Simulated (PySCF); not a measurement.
C₄H₈Si, SMILES C=C=C(C)[SiH3].

Geometry: B3LYP-D3(BJ)/def2-SVP. The structure was generated by enumeration, and PubChem lists no compound with its InChIKey, so it may never have been made.

Computed with SMD-M06-2X/def2-SVP in PySCF.

Solvation free energies are E(SMD) − E(gas) at the gas-phase geometry, for 1 M in both phases. In vacuum the dipole moment is 0.55 D.

Q: Rank water, benzene, dimethylsulfoxide by solvation free energy, most negative first.

A: benzene (-2.3 kcal/mol), dimethylsulfoxide (-0.4 kcal/mol), water (2.5 kcal/mol)
